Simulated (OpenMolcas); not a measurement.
## Lines of neutral tellurium: computed and rescaled rates

```
Program             : OpenMolcas 26.06
Method              : SS-CASPT2, IPEA 0.25 Eh, imaginary shift 0.1 Eh (closed shells correlated: 4d 5s)
Basis               : ANO-RCC-VTZP [7s6p4d2f1g]
Scalar Hamiltonian  : DKH2, point nucleus
Active space        : 4 electrons in 3 orbitals (5p)
State averaging     : 2S+1 = 3 even, 3 roots; 2S+1 = 1 even, 6 roots
Spin-orbit coupling : state interaction with AMFI integrals over the reference wave functions, term energies averaged over their components
```

Rates come from the transition moments of the reference wave functions (E1 and E2 in the length form). At fixed line strength A goes as λ^-3 for E1 and M1 and as λ^-5 for E2, so a rate at the computed wavelength can be rescaled to the measured one. Measured vacuum wavelengths follow from level energies in NIST Handbook of Basic Atomic Spectroscopic Data. Branching counts decays inside the model space alone, at computed energies, and the table is only a selection of the E2 and M1 lines, drawn from those between levels with measured partners whose computed energy lies within a factor of 1.5 of the measured one.

```tsv
Upper	Lower	Type	λ computed (nm)	λ measured (nm)	A computed (s-1)	A rescaled (s-1)	Branching %
5s2 5p4 3P1	5s2 5p4 3P2	M1	2333	2105	1.67e+00	2.27e+00	99.8
5s2 5p4 3P0	5s2 5p4 3P2	E2	2182	2125	7.09e-03	8.09e-03	84.4
5s2 5p4 1D2	5s2 5p4 3P1	M1	1577	1722	2.15e-01		6.8
5s2 5p4 1D2	5s2 5p4 3P2	M1	941.1	947.2	2.84e+00		90.6
5s2 5p4 1D2	5s2 5p4 3P2	E2	941.1	947.2	7.80e-02		2.5
5s2 5p4 1S0	5s2 5p4 1D2	E2	778.9	791.1	4.12e+00	3.81e+00	11.5
5s2 5p4 1S0	5s2 5p4 3P1	M1	521.4	542.1	3.07e+01		85.7
5s2 5p4 1S0	5s2 5p4 3P2	E2	426.2	431.1	9.97e-01		2.8
```

Spin-changing lines and M1 lines between different terms are not rescaled, since their strength hangs on the term gaps too.

The largest correction is for 5s2 5p4 3P1 → 5s2 5p4 3P2 (M1): 1.67e+00 × (2333 / 2105)^3 = 2.27e+00 s-1, a factor of 1.36.

The computed order of these levels differs from the measured one in 1 place, and where term gaps are wrong the rates of spin-changing lines can be off by large factors.

No measured rate stands beside these. Rescaling mends the energy factor alone: line strengths can still be far off where a level mixes with configurations outside the active space, and weak or spin-changing lines hang on small mixing coefficients that depend on the term gaps too, so rescaling need not improve them.

CASPT2 does not keep the components of a term degenerate, so their means are used; among the terms shown or strongly mixed into the levels shown the widest spread is 160 cm-1 (5s2 5p4 1D). With the s shell closed, the reference lacks s² → p² mixing. Computed and measured levels are paired by configuration, term and J; levels that our copy of the source lacks, or whose pairing is in doubt (as where it misses far off the trend of its configuration), stay unpaired. Only configurations of the active space appear.
